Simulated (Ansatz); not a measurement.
Geometry optimisation, Ansatz, RKS PBE-D4/def2-mTZVP.

Input file:

```yaml
crystal:
  periodic: [false, false, false]
  atoms:
    - { symbol: O, position_ang: [-1.8491, -0.1439, 1.9236] }
    - { symbol: C, position_ang: [-1.2563, 0.152, 0.6552] }
    - { symbol: Si, position_ang: [0.5375, -0.2359, 0.5163] }
    - { symbol: Si, position_ang: [1.3203, 0.2762, -1.6192] }
    - { symbol: F, position_ang: [0.9359, 1.7945, -1.9748] }
    - { symbol: H, position_ang: [-1.8176, -1.0341, 2.1034] }
    - { symbol: H, position_ang: [-1.7807, -0.4039, -0.0997] }
    - { symbol: H, position_ang: [-1.368, 1.2345, 0.4342] }
    - { symbol: H, position_ang: [0.7767, -1.6705, 0.8631] }
    - { symbol: H, position_ang: [1.3545, 0.5313, 1.5648] }
    - { symbol: H, position_ang: [0.5004, -0.5872, -2.566] }
    - { symbol: H, position_ang: [2.7235, 0.0317, -1.7668] }
basis:
  gaussian: { orbitals: def2-mTZVP }
hamiltonian:
  xc: pbe
  dispersion: d4
relax:
  f_tol: 0.015
  max_steps: 40
```

Command:

```bash
$ ansatz run input.yaml --threads 2 --pin off --max-ram 3072MiB --backend cpu --events-out ev --progress --plain --runs-dir out
```

Where does it end, and by what steps?

It converged. After 8 steps the energy has fallen by 0.356 eV; H8 moved furthest, 0.22 Å.

```
step  energy less start (eV)  largest force component (eV/Å)  accepted
   0                  0.0000                           4.432       yes
   1                 -0.3002                           0.880       yes
   2                 -0.3460                           0.250       yes
   3                 -0.3533                           0.089       yes
   4                 -0.3551                           0.034       yes
   5                 -0.3557                           0.019       yes
   6                 -0.3562                           0.031       yes
   7                 -0.3564                           0.019       yes
   8                 -0.3565                           0.012       yes
```

```xyz
12
Properties=species:S:1:pos:R:3
O -1.831 -0.174 2.015
C -1.343 0.175 0.706
Si 0.532 -0.184 0.519
Si 1.338 0.226 -1.656
F 1.064 1.793 -2.050
H -1.744 -1.141 2.114
H -1.924 -0.322 -0.094
H -1.521 1.255 0.595
H 0.754 -1.646 0.803
H 1.311 0.606 1.526
H 0.629 -0.620 -2.670
H 2.811 -0.025 -1.774
```

Whether the end is a true minimum wasn't checked by a vibrational analysis.

Time of the run: 46 s on 2 threads of Arm Neoverse N1 (shared host), peak memory 0.17 GiB.
